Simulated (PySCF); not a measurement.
The complex TiCl3 (charge 0) contains Ti(III), shell d1. The structure is a PBE0-D3(BJ)/def2-TZVP geometry optimised for multiplicity 2; coordination trigonal planar, point group D3h, metal–donor distances 2.19 Å.

Method (PySCF 2.14, density fitting): CASSCF(1,5) with orbitals averaged over all microstates of the shell, strongly contracted NEVPT2 on the averaged canonical orbitals; basis x2c-TZVPall on the metal, x2c-SVPall elsewhere; spin-free X2C; gas phase; spin-orbit coupling by state interaction with the mean-field operator over all roots.

CASSCF energies above the lowest CASSCF root:

| state | CASSCF / cm⁻¹ |
| --- | --- |
| 2A1' | 0 |
| 2E'' | 2849 |
| 2E' | 13546 |

Q: How does dynamic correlation (SC-NEVPT2) move these states?

A: 
```json
{"state": "2A1'", "NEVPT2 / cm⁻¹": "0", "shift / cm⁻¹": "0"}
{"state": "2E''", "NEVPT2 / cm⁻¹": "4132", "shift / cm⁻¹": "+1283"}
{"state": "2E'", "NEVPT2 / cm⁻¹": "15123", "shift / cm⁻¹": "+1576"}
```

No frequencies were computed for the optimised geometry. Charge-transfer states lie outside this active space and may come lower than some of these levels. NEVPT2 lifts 2E'' from 2849 to 4132 cm⁻¹; on the d shell alone such lifts tend to overshoot. NEVPT2 on the d shell alone tends to put d–d bands too high for such charged or covalently bound ions.
